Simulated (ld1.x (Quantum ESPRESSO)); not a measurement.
**What one change does to a pseudopotential (B, RRKJ)**

* Element: B
* Generator: ld1.x (Quantum ESPRESSO) 7.5
* Type: norm-conserving RRKJ (Kleinman–Bylander form)
* Functional: PBE
* Relativity: non-relativistic
* Frozen core: [He]
* Valence charge: 3
* Reference configuration: 2s1.75 2p1.25
* Partial waves: 2p (bound): rc 2.10 bohr; 3d channel at 0.1 Ry: rc 1.95 bohr; 2s (bound): rc 1.30 bohr
* Local potential: the s channel
* Core correction: a·sin(br)/r model core, default radius (core density twice the valence density)
* rho0: 0.005

Change: core correction a·sin(br)/r model core inside 1.08 bohr.

Cutoffs: the cutoffs (Ry, on a coarse ladder) from which the occupation-weighted sum of valence levels, in a spherical-Bessel basis at the reference potential, stays within 10 and 1 mRy of its value at 400 Ry; they do not see the model core or the augmentation charge, which bear on the density cutoff. Errors are all-electron minus pseudo energies relative to the spin-unpolarised reference configuration.

**Question.** Predict the effect on cutoff, ghosts and configuration errors.

**Answer.** The potential gets neither clearly harder nor softer (21 Ry and 55 Ry → 21 Ry and 55 Ry); of the 7 tests that both files solve, the error grows in 1 and shrinks in 2 by more than 15 % and 0.3 meV (median size 5.3 → 6.0 meV); neither file shows a bound ghost. The default core radius of the base comes out at 0.68 bohr. A wider model core is smoother and lowers the density cutoff, which this test does not measure.

| quantity | base | changed |
| --- | --- | --- |
| cutoff, loose | 21 Ry | 21 Ry |
| cutoff, tight | 55 Ry | 55 Ry |
| bound ghosts | none | none |
| error for 2s2 2p1, meV [ΔE -1.46 eV] | -0.1 | -0.1 |
| error for 2s2 2p0, meV [ΔE 6.76 eV] | +33 | +36 |
| error for 2s1 2p0, meV [ΔE 32.18 eV] | +125 | +128 |
| error for 2s0 2p3, meV [ΔE 10.25 eV] | -5.6 | -0.4 |
| error for 2s1 2p2, meV [ΔE 4.39 eV] | -1.0 | -0.3 |
| error for 2s2 2p0.5, meV [ΔE 1.43 eV] | +5.3 | +6.0 |
| error for 2s1 2p1, meV [ΔE 12.90 eV] | -4.4 | -7.1 |
| s: phases at 2.30 bohr within 0.05 rad from the reference energy up to (Ry; the scan ends near 5) | 2.8 | 2.8 |
| p: phases at 2.30 bohr within 0.05 rad from the reference energy up to (Ry; the scan ends near 5) | 2.2 | 2.2 |
| d: phases at 2.30 bohr within 0.05 rad from the reference energy up to (Ry; the scan ends near 5) | to the end of the scan | to the end of the scan |
